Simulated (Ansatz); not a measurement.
Steps of a relaxation of CH8N2OSi (`CN[SiH](N)O`) with RKS PBE-D4/def2-SVP.

```sh
$ ansatz run in.yaml --threads 4 --pin off --events-out ev --progress --plain --max-ram 10444MiB
```

```yaml
crystal:
  periodic: [false, false, false]
  atoms:
    - {symbol: C, position_ang: [-1.644500, -0.664100, -0.460900]}
    - {symbol: N, position_ang: [-0.304100, -0.272600, -0.697500]}
    - {symbol: Si, position_ang: [0.566900, 0.785200, 0.227700]}
    - {symbol: N, position_ang: [1.388100, -0.307000, 1.272800]}
    - {symbol: O, position_ang: [1.823100, 1.293200, -0.728100]}
    - {symbol: H, position_ang: [-2.349400, 0.268200, -0.574300]}
    - {symbol: H, position_ang: [-1.815800, -1.058900, 0.522600]}
    - {symbol: H, position_ang: [-1.969800, -1.346000, -1.218400]}
    - {symbol: H, position_ang: [-0.195700, 0.070100, -1.614700]}
    - {symbol: H, position_ang: [-0.184200, 1.828900, 0.931200]}
    - {symbol: H, position_ang: [0.610000, -0.575800, 1.992900]}
    - {symbol: H, position_ang: [1.450300, -1.153300, 0.736100]}
    - {symbol: H, position_ang: [2.645400, 1.097300, -0.374500]}
basis:
  gaussian: {orbitals: def2-SVP}
hamiltonian: {xc: pbe, dispersion: d4}
relax: {f_tol: 0.03, max_steps: 200}
```

Positions (Å) and forces (eV/Å) along the path, 11 of 21 steps:

```xyz
13
step=1 energy=-14054.8416 eV
C    -1.645   -0.664   -0.461   -1.560    2.773   -0.667
N    -0.304   -0.273   -0.698   -0.873   -1.229   -0.862
Si    0.567    0.785    0.228    2.259    0.414    1.156
N     1.388   -0.307    1.273   -1.427    0.018    3.874
O     1.823    1.293   -0.728   -2.931    1.589   -2.126
H    -2.349    0.268   -0.574    0.356   -1.235    0.336
H    -1.816   -1.059    0.523   -0.052   -0.608    1.087
H    -1.970   -1.346   -1.218   -0.526   -1.158   -0.714
H    -0.196    0.070   -1.615    0.071    0.221   -2.317
H    -0.184    1.829    0.931   -0.273    0.560    0.318
H     0.610   -0.576    1.993    1.757    0.349   -0.798
H     1.450   -1.153    0.736    0.237   -0.992   -0.679
H     2.645    1.097   -0.374    2.961   -0.703    1.393
13
step=4 energy=-14056.0211 eV
C    -1.765   -0.593   -0.587    0.022    0.069   -0.340
N    -0.448   -0.097   -0.941    0.226    0.168    0.469
Si    0.628    0.657    0.205    0.317   -0.633   -0.271
N     1.355   -0.448    1.356   -0.449    0.251    0.269
O     1.824    1.238   -0.832    0.203    0.270    0.244
H    -2.572    0.176   -0.671   -0.087   -0.062    0.029
H    -1.781   -0.969    0.460    0.110    0.043   -0.063
H    -2.049   -1.450   -1.238   -0.082    0.001    0.068
H    -0.298    0.168   -1.919   -0.168   -0.062    0.030
H    -0.020    1.683    1.112    0.089    0.029   -0.118
H     0.954   -0.343    2.298    0.223   -0.184   -0.080
H     1.517   -1.439    1.141   -0.042    0.192   -0.068
H     2.676    1.384   -0.368   -0.360   -0.083   -0.168
13
step=7 energy=-14056.0617 eV
C    -1.751   -0.616   -0.592    0.026    0.013    0.016
N    -0.454   -0.063   -0.931    0.008   -0.052    0.037
Si    0.637    0.675    0.199    0.096    0.009    0.065
N     1.315   -0.423    1.375   -0.219    0.030   -0.036
O     1.836    1.291   -0.811    0.261   -0.037    0.149
H    -2.591    0.122   -0.622   -0.009   -0.022   -0.005
H    -1.723   -1.029    0.440    0.008    0.019   -0.011
H    -2.029   -1.463   -1.258    0.022    0.033    0.004
H    -0.347    0.222   -1.906   -0.007    0.004   -0.029
H     0.019    1.751    1.059    0.003    0.008   -0.017
H     0.943   -0.365    2.328    0.086   -0.001   -0.023
H     1.453   -1.402    1.110    0.039   -0.029   -0.010
H     2.713    1.266   -0.375   -0.314    0.024   -0.140
13
step=11 energy=-14056.0896 eV
C    -1.729   -0.631   -0.591   -0.037   -0.044    0.043
N    -0.473   -0.002   -0.940   -0.009    0.001   -0.051
Si    0.648    0.675    0.188   -0.100   -0.009    0.050
N     1.117   -0.509    1.357   -0.021   -0.022    0.057
O     1.863    1.219   -0.842    0.122   -0.022    0.027
H    -2.620    0.044   -0.648    0.029   -0.012   -0.008
H    -1.673   -1.005    0.453    0.004    0.008   -0.016
H    -1.946   -1.516   -1.233    0.002    0.018    0.002
H    -0.392    0.293   -1.915    0.004    0.026    0.007
H     0.156    1.811    1.055    0.009    0.009   -0.003
H     1.060   -0.337    2.361    0.019    0.003   -0.024
H     1.321   -1.483    1.131    0.002    0.013   -0.021
H     2.689    1.405   -0.361   -0.024    0.032   -0.062
13
step=13 energy=-14056.0964 eV
C    -1.727   -0.638   -0.592   -0.027   -0.013    0.020
N    -0.477    0.005   -0.940   -0.006    0.004   -0.014
Si    0.650    0.672    0.188   -0.052   -0.030    0.026
N     1.070   -0.522    1.364   -0.030   -0.009    0.059
O     1.878    1.183   -0.845    0.119   -0.013    0.038
H    -2.621    0.032   -0.641    0.020   -0.013   -0.002
H    -1.664   -1.019    0.449    0.009    0.006   -0.017
H    -1.941   -1.517   -1.242    0.010    0.011    0.003
H    -0.405    0.315   -1.912   -0.002    0.020    0.004
H     0.190    1.829    1.046    0.006    0.000   -0.002
H     1.074   -0.332    2.367    0.020   -0.006   -0.041
H     1.310   -1.488    1.137   -0.006    0.021   -0.008
H     2.683    1.445   -0.364   -0.061    0.022   -0.065
13
step=14 energy=-14056.1024 eV
C    -1.726   -0.643   -0.593   -0.007    0.002    0.003
N    -0.480    0.010   -0.941   -0.006    0.012   -0.002
Si    0.652    0.666    0.188   -0.015   -0.035    0.005
N     1.024   -0.536    1.372   -0.019   -0.009    0.146
O     1.894    1.146   -0.848    0.286    0.083    0.178
H    -2.622    0.024   -0.638    0.011   -0.012    0.000
H    -1.656   -1.027    0.446    0.007    0.002   -0.015
H    -1.936   -1.519   -1.247    0.008    0.003    0.003
H    -0.415    0.335   -1.908   -0.006    0.010    0.011
H     0.217    1.840    1.038    0.020   -0.003   -0.009
H     1.095   -0.327    2.371    0.010   -0.024   -0.140
H     1.298   -1.494    1.143   -0.016    0.044    0.000
H     2.675    1.492   -0.369   -0.271   -0.074   -0.180
13
step=15 energy=-14056.1135 eV
C    -1.722   -0.655   -0.597    0.016   -0.002    0.024
N    -0.493    0.037   -0.932   -0.022    0.000    0.020
Si    0.660    0.664    0.192   -0.009   -0.022    0.044
N     0.962   -0.550    1.388   -0.027    0.057    0.106
O     1.918    1.096   -0.847    0.210    0.070    0.128
H    -2.634   -0.012   -0.638    0.004   -0.008   -0.016
H    -1.648   -1.049    0.438    0.026    0.012   -0.010
H    -1.903   -1.530   -1.261   -0.003    0.011   -0.006
H    -0.439    0.378   -1.894    0.010    0.013    0.008
H     0.287    1.868    1.032    0.016   -0.026   -0.021
H     1.124   -0.319    2.372   -0.007   -0.029   -0.144
H     1.251   -1.501    1.152   -0.003   -0.004    0.001
H     2.659    1.539   -0.389   -0.211   -0.071   -0.134
13
step=17 energy=-14056.1110 eV rejected
C    -1.693   -0.677   -0.568   -0.172   -0.063   -0.006
N    -0.533    0.124   -0.893    0.316    0.180    0.064
Si    0.697    0.682    0.189   -0.099   -0.317    0.107
N     0.830   -0.586    1.367    0.091    0.054    0.160
O     2.014    1.010   -0.819   -0.018    0.098    0.022
H    -2.661   -0.133   -0.715    0.079   -0.050    0.004
H    -1.652   -0.987    0.499    0.081    0.064   -0.137
H    -1.747   -1.613   -1.177   -0.009    0.079    0.051
H    -0.474    0.447   -1.858   -0.075    0.012   -0.111
H     0.480    1.927    1.021   -0.037   -0.014    0.004
H     1.099   -0.390    2.334    0.028   -0.002   -0.076
H     1.064   -1.546    1.097   -0.039    0.110   -0.005
H     2.596    1.708   -0.462   -0.146   -0.149   -0.077
13
step=19 energy=-14056.1278 eV rejected
C    -1.701   -0.664   -0.591    0.046    0.006   -0.029
N    -0.479    0.047   -0.912   -0.145    0.028   -0.074
Si    0.686    0.649    0.206    0.041   -0.067    0.011
N     0.861   -0.584    1.410    0.018    0.071    0.055
O     1.976    1.017   -0.821    0.029    0.044    0.055
H    -2.624   -0.043   -0.683   -0.001    0.010    0.000
H    -1.645   -1.019    0.457   -0.008   -0.025    0.038
H    -1.843   -1.562   -1.234   -0.017   -0.016   -0.003
H    -0.436    0.411   -1.866    0.040   -0.002    0.007
H     0.397    1.892    1.020    0.017   -0.003    0.000
H     1.198   -0.354    2.347   -0.014   -0.017   -0.016
H     1.082   -1.549    1.153    0.021    0.005   -0.019
H     2.548    1.724   -0.471   -0.028   -0.036   -0.026
13
step=20 energy=-14056.1295 eV
C    -1.707   -0.667   -0.595    0.000    0.006   -0.009
N    -0.504    0.078   -0.910   -0.003   -0.009    0.026
Si    0.682    0.650    0.205   -0.007   -0.009   -0.020
N     0.863   -0.578    1.412   -0.002    0.025    0.014
O     1.974    1.004   -0.825   -0.111   -0.114   -0.034
H    -2.643   -0.064   -0.675    0.004   -0.003    0.002
H    -1.639   -1.036    0.448    0.003    0.004   -0.006
H    -1.834   -1.560   -1.250    0.004    0.007    0.001
H    -0.449    0.432   -1.868    0.005   -0.001    0.003
H     0.413    1.895    1.022    0.001   -0.005    0.000
H     1.173   -0.339    2.356   -0.002    0.000   -0.012
H     1.127   -1.532    1.158    0.001   -0.018   -0.008
H     2.565    1.682   -0.463    0.106    0.119    0.043
13
step=21 energy=-14056.1299 eV
C    -1.710   -0.663   -0.596    0.025   -0.021   -0.003
N    -0.503    0.075   -0.907   -0.003    0.006   -0.003
Si    0.682    0.648    0.207    0.001    0.002    0.003
N     0.865   -0.579    1.415   -0.010    0.003    0.002
O     1.975    1.000   -0.821   -0.004    0.001   -0.003
H    -2.645   -0.058   -0.673    0.005    0.011   -0.004
H    -1.643   -1.037    0.446   -0.008   -0.003    0.005
H    -1.838   -1.553   -1.255   -0.011   -0.003    0.003
H    -0.435    0.416   -1.868   -0.001    0.008    0.002
H     0.413    1.894    1.023    0.000   -0.004    0.000
H     1.181   -0.341    2.356    0.003    0.001    0.004
H     1.124   -1.535    1.159   -0.001   -0.004   -0.001
H     2.555    1.698   -0.472    0.005    0.003   -0.006
```

Hardware: 4 threads of an Arm Neoverse V1 on a shared host. Wall time 30 s, peak host memory 0.16 GiB.
